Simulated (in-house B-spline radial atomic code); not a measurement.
Configurations of the praseodymium ion Pr²⁺, with energies counted from [Xe] 4f3. Level of theory: scalar-relativistic (X2C) LC-wPBE, spin-polarised, spherical fractional occupations, exact exchange averaged over the configuration, Fermi nucleus of rms radius 4.8919 fm; calculated with a radial B-spline atomic code at the basis-set limit. Shells without spins written out take the highest spin.

Occupations are held fixed; configurations that lie above the ionisation limit could autoionise.

```csv
configuration,E - E(ref) (eV),highest orbital,its <r> (bohr)
[Xe] 4f2 6s1,4.0075,6s up,3.562
[Kr] 4d10 4f3 5s2 5p5 6d1,29.79,6d up,5.959
[Kr] 4d9 4f3 5s2 5p6 6p1,116.54,6p up,4.28
```

Question: Order these further configurations by energy, lowest first.
A. [Kr] 4d9 4f3 5s2 5p6 5d1
B. [Kr] 4d10 4f3 5s2 5p5 5d1
C. [Xe] 4f2 5d1
D. [Xe] 4f2 6d1

Answer: C (2.2756 eV), D (12.615 eV), B (19.454 eV), A (110.75 eV).
